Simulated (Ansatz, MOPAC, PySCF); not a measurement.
Dimer: C2H4 (SMILES C=C) (first 6 atoms) with CH5N (SMILES CN); geometry from B3LYP-D3(BJ)/def2-TZVP.
(charge 0, multiplicity 1):
```xyz
13

C     -0.6430     0.2606     0.0678
C      0.5421    -0.1998     0.4439
H     -0.9135     0.3668    -0.9764
H     -1.3948     0.5514     0.7920
H      0.8122    -0.3058     1.4893
H      1.2868    -0.4881    -0.2898
C     -0.6216     0.3236     3.9534
N      0.7320    -0.2317     3.9688
H     -1.2864    -0.3698     3.4362
H     -0.6193     1.2551     3.3855
H     -1.0500     0.5302     4.9430
H      0.7569    -1.1073     4.4773
H      1.3752     0.3990     4.4317
```

Interaction energies are E(AB) − E(A) − E(B) at the monomers' geometry in the complex; basis-set methods are counterpoise corrected. Rows marked so take none.

Rows in 6-31G* carry no dispersion term and start afresh at each structure (6-31G* with six Cartesian d functions). The state that AM1 reach isn't checked.

Programs: Ansatz (Gaussian orbitals); MOPAC for AM1 (differences of heats of formation); PySCF for 6-31G* rows, the dispersion terms. Each number belongs to the level named beside it.

Problem. One of these levels gives -0.69 kcal/mol for the interaction energy. Which?
(A) SVWN5/def2-TZVPPD
(B) PBE-D4/def2-TZVPPD
(C) AM1
(D) HF/6-31G* (no counterpoise)

Solution. D, HF/6-31G* (no counterpoise). The others give 0.34 (AM1), -3.39 (SVWN5/def2-TZVPPD), -2.25 (PBE-D4/def2-TZVPPD)

Ansatz is a program for electronic structure.
